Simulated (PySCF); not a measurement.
Spin-rotation constants: `C1=[CH][GaH2-][O]1`, [C2H4GaO]-, charge -1

Geometry (Å), atoms numbered from 1 in this order:
```xyz
8

C     0.4838   -1.4651   -0.1654
C    -0.0555   -0.2206   -0.2060
Ga   -1.8318   -1.1318   -0.2323
O    -0.3533   -2.4988   -0.1649
H     1.5694   -1.7166   -0.1314
H     0.5315    0.7024   -0.2098
H    -2.6932   -1.2827   -1.5885
H    -2.7647   -1.2212    1.0813
```

Total charge -1.

Method: GIAO B3LYP/3-21G magnetisability, rotational g tensor and spin-rotation constants, non-relativistic, gas phase (PySCF). Geometry: PBE0-D3(BJ)/def2-SVP.

The calculation is non-relativistic, which matters for the atoms heavier than Zn. For an ion the centre-of-mass motion in the field is neglected. The highest occupied orbital is unbound at this level, so the values depend on the basis.

**Question.** Give the nuclear spin-rotation constants along the inertial axes (H = +C I·J) beside the isotropic shieldings.

**Answer.** Rotational constants 11.1811, 4.6258, 3.4319 GHz. A star marks the isotopologue with that one atom substituted, in its own axes.
| atom | isotope | Caa (kHz) | Cbb (kHz) | Ccc (kHz) | mean (kHz) | σ (ppm) |
| --- | --- | --- | --- | --- | --- | --- |
| Ga3 | 69Ga | 9.320 | 2.830 | 3.896 | 5.349 | 2043.4 |
| H5 | 1H | 1.175 | -0.338 | -0.267 | 0.190 | 25.4 |
| H6 | 1H | -0.737 | 0.244 | -0.418 | -0.304 | 30.5 |
| H7 | 1H | -0.277 | -0.247 | 0.073 | -0.150 | 26.8 |
| H8 | 1H | -0.275 | -0.248 | 0.072 | -0.150 | 26.8 |
| C1 | 13C* | 4.781 | 1.441 | 0.730 | 2.318 | 53.1 |
| C2 | 13C* | 2.787 | 1.173 | 0.441 | 1.467 | 124.5 |
| O4 | 17O* | -3.287 | -0.836 | -0.277 | -1.466 | 169.8 |

For the geometry as given, no vibrational averaging.
